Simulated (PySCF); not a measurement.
## From computed data to an observable: chemical shift, span and skew from a shielding tensor

trans-(1R,2R)-1-bromo-2-fluorocyclopropane (C3H4BrF), SMILES F[C@@H]1C[C@H]1Br. Atoms are numbered in the order given.

```xyz
9

F     -1.5162     2.2041     0.6799
C     -1.1468     1.1348    -0.0605
C     -1.7587    -0.1901     0.2471
C     -0.3251     0.0896     0.6010
Br     1.0995    -0.7594    -0.3398
H     -0.9332     1.3957    -1.1023
H     -2.4602    -0.2409     1.0844
H     -1.9750    -0.8606    -0.5884
H     -0.0857     0.2443     1.6556
```
Charge 0, spin multiplicity 1.

The structure is a stationary point at PBE0-D3(BJ)/def2-SVP.

GIAO shieldings from PBE/pcSseg-1 (PySCF), non-relativistic, no solvent. The symmetric part of the tensor of C2 has the principal values 48.4, 71.6, 183.5 ppm. The same nucleus in TMS has σ = 182.0 ppm at this level (PySCF, at its B3LYP-D3(BJ)/def2-TZVP geometry). Without spin–orbit terms, shifts of atoms bonded to Cl or Br come out too high.

Question: Work out the isotropic shielding, the ¹³C shift against TMS, the span and the skew.

Answer: 
σ(iso) = (σ11 + σ22 + σ33)/3 = 101.2 ppm. δ = σ(ref) − σ(iso) = 182.0 − (101.2) = 80.8 ppm.
Span Ω = σ33 − σ11 = 135.1 ppm. Skew κ = 3(σ(iso) − σ22)/Ω = 0.66. Tumbling in solution averages the tensor to δ; in a static solid the shielding alone would spread this spin-1/2 line over Ω.
